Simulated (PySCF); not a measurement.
Si(GeH3)(OH)3 (GeH6O3Si), SMILES O[Si](O)(O)[GeH3].

The structure is a stationary point at PBE-D3(BJ)/def2-SVP. The values are those of a single conformer.

Two levels are set side by side: TDDFT-PBE/def2-SVPD (PySCF) and TDDFT-B3LYP/def2-SVPD (PySCF). Vertical, same geometry. The lowest singlet is HOMO→LUMO 98 % with PBE and HOMO→LUMO 98 % with the other functional; states are paired by order. Differences are taken from unrounded values.

```
quantity                               TDDFT-B3LYP
-------------------------------------  -----------
lowest singlet excitation (eV)                6.53
lowest triplet excitation (TDA) (eV)          6.19
first bright state (f over 0.05) (eV)         6.53
its oscillator strength                       0.15
```

Q: What does TDDFT-PBE give, and how far is it from TDDFT-B3LYP? (An estimate is asked for; the answer gives what the named calculation found.)

A: 
```tsv
quantity	TDDFT-PBE	TDDFT-PBE minus TDDFT-B3LYP
lowest singlet excitation (eV)	5.99	-0.54
lowest triplet excitation (TDA) (eV)	5.72	-0.47
first bright state (f over 0.05) (eV)	5.99	-0.54
its oscillator strength	0.13	-0.03
```

A lower first singlet is the usual sign of a functional without exact exchange. Differences between two approximate levels are no errors against the true value.

Rough cost on one machine, each run with all the roots and properties that it gave: TDDFT-B3LYP against TDDFT-PBE about 4 times.
